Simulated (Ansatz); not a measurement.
C2H8OSSi can be A, `OCC[SiH2]S`, or B, `CO[SiH](C)S`.

Gas-phase electronic energies from Ansatz, PBE0-D4/def2-TZVP geometries. CBS: MP2 limit from def2 TZ/QZ plus the TZ coupled-cluster correction, frozen cores. DFT in def2-TZVPP. B3LYP here is the variant with VWN-RPA as its local correlation; programs differ in this. Each species was taken in one conformer, which may not be the lowest.

Task: Which isomer does CCSD(T)/CBS put lower? Give the gap. (Estimate.)

Result: Ansatz gave: B, by 139.4 kJ/mol.

Task: Give E(B) − E(A) in kJ/mol with PBE0-D4, ωB97M-V, B2PLYP, CCSD/def2-TZVPP, CCSD(T)/def2-TZVPP, r2SCAN-D4, B3LYP-D4. (Estimate.)

Result: Ansatz gave: PBE0-D4 -133.7, ωB97M-V -139.8, B2PLYP -144.8, CCSD/def2-TZVPP -139.4, CCSD(T)/def2-TZVPP -137.8, r2SCAN-D4 -143.4, B3LYP-D4 -143.7. None reverses the order clearly.

Largest T1 diagnostic: 0.011.

In def2-TZVPP, CCSD(T) changes the Hartree–Fock value by +14.0 kJ/mol (the triples alone add +1.6 kJ/mol) and MP2 by +10.6 kJ/mol.
